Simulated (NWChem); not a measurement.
Species: AlSiH₅SO₂; SMILES [OH][Al]([OH])[S][SiH3]

```xyz
10

Si    -0.3686    -2.1408     0.0000
S      1.1804    -0.6361     0.0000
Al    -0.0756     1.1378     0.0000
O     -1.7421     0.8388     0.0000
O      0.5338     2.7176     0.0000
H     -1.2207    -2.0581    -1.2200
H      0.3600    -3.4427     0.0000
H     -1.2207    -2.0581     1.2200
H     -2.4491     1.4849     0.0000
H      1.4545     2.9813     0.0000
```
Atoms are numbered in this order, from 1.

Program: NWChem. Coordinates come from a PBE0/def2-SVP optimisation. Total energies compare along this basis series because the functional is fixed.

```csv
level,basis functions,energy (Ha),highest occupied level (eV),orbital gap (eV),dipole (D)
PBE0/cc-pVDZ,107,-1083.2044,-7.46,7.06,1.34
PBE0/aug-cc-pVDZ,172,-1083.2353,-7.60,6.58,1.10
PBE0/cc-pVTZ,232,-1083.3162,-7.57,6.97,1.31
```
